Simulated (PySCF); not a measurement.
## Correlation energy of Ti⁺ (titanium, charge +1)

[Ar] 3d2 4s1, high-spin 4F determinant. All numbers are calculated (PySCF 2.14, scalar relativity by spin-free X2C-1e, in aug-cc-pVDZ-DK). Frozen: [Ar]; 3 electrons correlated.

MP2 pair energies summed by pair of shells (mhartree):

| pair | energy | share (%) |
| --- | --- | --- |
| 3d-4s | -5.03 | 60.8 |
| 3d-3d | -3.25 | 39.2 |

Total MP2 correlation energy: -8.28 mhartree.

Same-spin part -8.28 and opposite-spin part 0.00 mhartree; SCS-MP2 scales them by 1/3 and 6/5 to -2.76 mhartree.
